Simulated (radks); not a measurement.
Excited configurations of neutral copper: one electron is placed in a higher orbital outside [Ar] 3d10. The ground configuration is [Ar] 3d10 4s1. Method: non-relativistic Kohn-Sham, PBEsol, spin-unpolarised, spherical densities, point nucleus; computed with a radial shooting solver on a logarithmic mesh with Libxc functionals. Excitation = E - E(ground); binding = E(ion) - E, where the ion is the core of charge +1; n* = 1/sqrt(2 binding) in atomic units, and the quantum defect is n - n*.

| outer orbital | excitation (eV) | binding (eV) | n* | quantum defect | eigenvalue (eV) | <r> (bohr) |
|---|---|---|---|---|---|---|
| 4p | 3.973 | 3.888 | 1.871 | 2.129 | -1.689 | 4.554 |
| 5s | 5.324 | 2.537 | 2.316 | 2.684 | -1.480 | 8.345 |
| 5p | 6.071 | 1.790 | 2.757 | 2.243 | -1.006 | 11.06 |
| 5d | 6.903 | 0.959 | 3.767 | 1.233 | -0.542 | 19.81 |
| 5f | 7.245 | 0.616 | 4.699 | 0.301 | -0.359 | 29.97 |
| 6s | 6.543 | 1.319 | 3.212 | 2.788 | -0.814 | 16.36 |
| 6d | 7.215 | 0.647 | 4.587 | 1.413 | -0.397 | 31.71 |
| 6f | 7.417 | 0.444 | 5.535 | 0.465 | -0.279 | 44.94 |
| 7s | 7.044 | 0.817 | 4.080 | 2.920 | -0.524 | 27.05 |
| 7p | 7.190 | 0.671 | 4.503 | 2.497 | -0.432 | 32.23 |
| 7d | 7.398 | 0.463 | 5.422 | 1.578 | -0.300 | 46.32 |
| 7f | 7.526 | 0.335 | 6.374 | 0.626 | -0.221 | 63.08 |

The Delta-SCF ionisation energy is 7.861 eV (NIST Atomic Spectra Database: 7.726 eV, measured). Self-interaction in the functional shifts the binding energies and quantum defects, so they are the method's values and not measured ones. Spin polarisation and multiplet splitting are left out, so open shells lie too high by an amount that depends on their filling.

Beside tabulated values, note that spin-unpolarised runs miss the spin-polarisation part of the exchange energy of open shells.
